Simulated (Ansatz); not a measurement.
Ansatz (a quantum-chemistry and plane-wave program) input:
A basis named .json is the Basis Set Exchange file of that set.

Ansatz 0.2 input:
```yaml
crystal:
  periodic: [false, false, false]
  atoms:
    - {symbol: Au, position_ang: [0.03646428, -0.03590575, 0.02555565]}
    - {symbol: Cl, position_ang: [-0.32712188, 1.73879753, -1.54756107]}
    - {symbol: O, position_ang: [-0.06694322, -2.19972517, 2.06138289]}
    - {symbol: C, position_ang: [0.53598991, -1.52086713, 1.29976310]}
basis:
  gaussian:
    orbitals: def2-QZVPP.json
    fitting: {mean_field: def2-universal-jkfit, correlation: def2-QZVPP-RIFIT.json}
total_charge: -1
magnetization: {spin_polarized: true, initial_magnetization: 1}
correlation: {method: mp2, electrons: outside_noble_gas}
```

Predict the final energy.

-708.23797 Eh (RI-MP2/def2-QZVPP). The basis has 272 functions.

The spin state was set by rule; other spins were not relaxed.
